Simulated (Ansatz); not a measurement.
This geometry of AlCl₃H₂ (6 atoms, charge 0, multiplicity 1) is a first-order saddle point.

All numbers below come from Ansatz 0.2.0, RKS B3LYP-D4/def2-SVP.

```xyz
6
Properties=species:S:1:pos:R:3
Al -0.040 0.464 -0.279
H 1.217 -0.594 -0.368
Cl -1.352 0.441 -1.914
Cl 0.337 2.222 0.799
H 0.524 -1.242 0.489
Cl -0.685 -1.290 1.274
```

Question: Which two structures does it join? (They come from a converged band through this point; their orientation in space is the band's.)

Answer: Bonds broken: Al1–H2, H5–Cl6. Bonds formed: Al1–Cl6, H2–H5. AlCl3H2 becomes AlCl3 + H2.

First end point:

```xyz
6
Properties=species:S:1:pos:R:3
Al 0.156 0.620 -0.501
H 1.466 -0.199 -0.777
Cl -1.453 0.518 -1.864
Cl 0.206 2.275 0.809
H 0.330 -1.986 1.081
Cl -0.706 -1.227 1.252
```

Last end point:

```xyz
6
Properties=species:S:1:pos:R:3
Al -0.563 0.411 0.084
H 1.425 -0.693 -0.463
Cl -1.153 0.324 -1.920
Cl 0.500 2.078 0.766
H 1.139 -1.161 0.070
Cl -1.347 -0.957 1.463
```

Question: How far does it lie above each of them?

Answer: 0.258 eV above the first and 1.359 eV above the second. This is the barrier of this one path; another mechanism may lie lower. The orbitals stay closed-shell, which can raise the energy where a bond breaks towards radicals; this wasn't checked here.

Time of the run: 42 s on 2 threads of Intel(R) Xeon(R) Platinum 8488C (Sapphire Rapids), with other jobs on the host, peak memory 0.19 GiB.
